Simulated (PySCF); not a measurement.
**Computed vibrations of [Pb(CN)3]−**

[Pb(CN)3]− (singlet). PySCF 2.14.0, RKS PBE0, Pb def2-SVP with ECP60, C def2-SVP, N def2-SVP; non-relativistic Hamiltonian with scalar-relativistic core potentials where named; density fitting; no spin-orbit coupling. Central differences of gradients.

```xyz
7

Pb    0.0000    0.0000    0.4205
C     1.9540    0.0000   -0.8699
N     3.0215    0.0000   -1.3365
C    -0.9770    1.6922   -0.8699
N    -1.5107    2.6167   -1.3365
C    -0.9770   -1.6922   -0.8699
N    -1.5107   -2.6167   -1.3365
```

Run from Python with OMP_NUM_THREADS=2. Where DIIS fails, smearing, a level shift and second-order steps follow.
It took 42 s on 2 threads of Intel(R) Xeon(R) Platinum 8488C (Sapphire Rapids), on a shared host.

Q: What are the harmonic wavenumbers and infrared intensities?

A: Modes are labelled in C3v; negative numbers are unstable modes, those under 60 cm⁻¹ near the noise; a finer grid moves soft modes by up to 10 cm⁻¹.
| cm⁻¹ | km/mol | symmetry |
| --- | --- | --- |
| 64 | 4.7 | e |
| 64 | 4.7 | e |
| 71 | 15.0 | a1 |
| 199 | 0.7 | e |
| 199 | 0.7 | e |
| 208 | 0.0 | a2 |
| 262 | 12.7 | a1 |
| 271 | 14.3 | e |
| 271 | 14.3 | e |
| 330 | 74.1 | e |
| 330 | 74.1 | e |
| 359 | 55.4 | a1 |
| 2294 | 1.3 | e |
| 2294 | 1.3 | e |
| 2294 | 4.0 | a1 |

Q: Is this a minimum?

A: Yes. Ideal gas at 298.15 K and 1 bar: S = 410.0 J/(mol K), Cp = 122.9 J/(mol K), H − H(0 K) = 27.2 kJ/mol (rigid rotor, harmonic modes, spin degeneracy alone).
